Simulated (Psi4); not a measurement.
Psi4 was given this input:
```
memory 2 GB

molecule mol {
0 3
  Cl   -1.106492   -1.842937   -1.647716
  B    -0.959534   -1.461199    0.262152
  N    -1.563053   -0.112768    0.409795
  B    -0.816814    1.071374    0.396380
  Cl   -1.583299    2.623097    0.554502
  N     0.609189    0.987619    0.320621
  B     1.291295   -0.259708    0.287101
  Cl    3.028493   -0.322414    0.321268
  N     0.536109   -1.444077    0.306131
  H    -2.567466   -0.055961    0.491058
  H     1.147333    1.841040    0.363358
  H     1.011734   -2.334517    0.284666
}

set basis 3-21g
set reference uks

energy('x3lyp')
print_variables()
```

Question: What does this run give for the total energy, <S^2>, dipole moment, nuclear repulsion energy, number of basis functions?

Answer: 
| Item | Value |
|---|---|
| total energy | -1613.2546 Eh |
| <S^2> | 2.009 |
| dipole moment | 1.32 D |
| nuclear repulsion energy | 612.5237 Eh |
| number of basis functions | 99 |

These values belong to the state on which the SCF converged, which isn't shown to be the lowest.
